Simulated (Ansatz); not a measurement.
A run for Ansatz (an electronic-structure program): R-CAM-B3LYP/def2-TZVPP on CH5BO2 (SMILES COBO).

Ansatz 0.2 input:
```yaml
crystal:
  periodic: [false, false, false]
  atoms:
    - {symbol: C, position_ang: [-1.44456399, 0.10420987, 0.09830013]}
    - {symbol: O, position_ang: [-0.16801156, 0.66368717, -0.16421090]}
    - {symbol: B, position_ang: [0.96972236, -0.05839109, -0.06912151]}
    - {symbol: O, position_ang: [2.13925718, 0.58441719, -0.34447632]}
    - {symbol: H, position_ang: [-1.37319732, -0.95077402, 0.37432611]}
    - {symbol: H, position_ang: [-2.06457974, 0.20011901, -0.79417366]}
    - {symbol: H, position_ang: [-1.91388470, 0.65704823, 0.91332465]}
    - {symbol: H, position_ang: [0.94629999, -1.21691174, 0.24491034]}
    - {symbol: H, position_ang: [2.90895776, 0.01659537, -0.25887885]}
basis:
  gaussian:
    orbitals: def2-TZVPP
hamiltonian:
  xc: {name: CAM-B3LYP}
scf: {lower_state_search: off}
```

Task: Predict the final total energy.

Result: -216.5081 hartree.
